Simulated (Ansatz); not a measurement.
C7H12, SMILES `C#CCCCCC`. The species carries charge 0 and has multiplicity 1. All single points use the PBE0-D4/def2-TZVP geometry. It is one conformer, not always the lowest.

```xyz
19

C     0.925    1.696   -2.571
C     0.972    1.699   -1.371
C     1.032    1.673    0.081
C     1.350    0.286    0.649
C     0.368   -0.801    0.240
C    -1.062   -0.564    0.701
C    -1.985   -1.717    0.347
H     0.883    1.704   -3.634
H     1.791    2.387    0.417
H     0.078    2.034    0.480
H     2.357    0.003    0.330
H     1.377    0.370    1.741
H     0.719   -1.756    0.646
H     0.383   -0.907   -0.850
H    -1.072   -0.403    1.786
H    -1.449    0.355    0.250
H    -2.011   -1.879   -0.734
H    -1.648   -2.649    0.811
H    -3.008   -1.531    0.680
```

(1) What is the dipole moment at PBE/def2-TZVPP? (Best estimate.)

(2) And with r2SCAN, B3LYP, ωB97M-V? (An estimate is asked.)

(3) Give the Mulliken charges with PBE, B3LYP, r2SCAN in def2-TZVPP. (Estimate.)

Answers

(1) The calculation gave: 0.79 D, with components (0.03, -0.16, 0.77) D in this frame, pointing from negative to positive charge.

(2) Computed: r2SCAN 0.80 D, B3LYP 0.76 D, ωB97M-V 0.74 D.

(3) Ansatz gave: 
```tsv
atom	PBE	B3LYP	r2SCAN
C1	0.07	0.10	0.13
C2	-0.35	-0.42	-0.41
C3	-0.14	-0.16	-0.11
C4	-0.09	-0.10	-0.03
C5	-0.08	-0.08	-0.02
C6	-0.09	-0.09	-0.01
C7	-0.26	-0.27	-0.17
H8	0.20	0.25	0.24
H9	0.09	0.09	0.05
H10	0.09	0.09	0.06
H11	0.07	0.07	0.03
H12	0.05	0.05	0.02
H13	0.05	0.06	0.02
H14	0.06	0.07	0.03
H15	0.05	0.05	0.02
H16	0.06	0.06	0.03
H17	0.08	0.08	0.04
H18	0.07	0.07	0.04
H19	0.08	0.08	0.04
```

B3LYP here is the variant with VWN-RPA as its local correlation; programs differ in this.
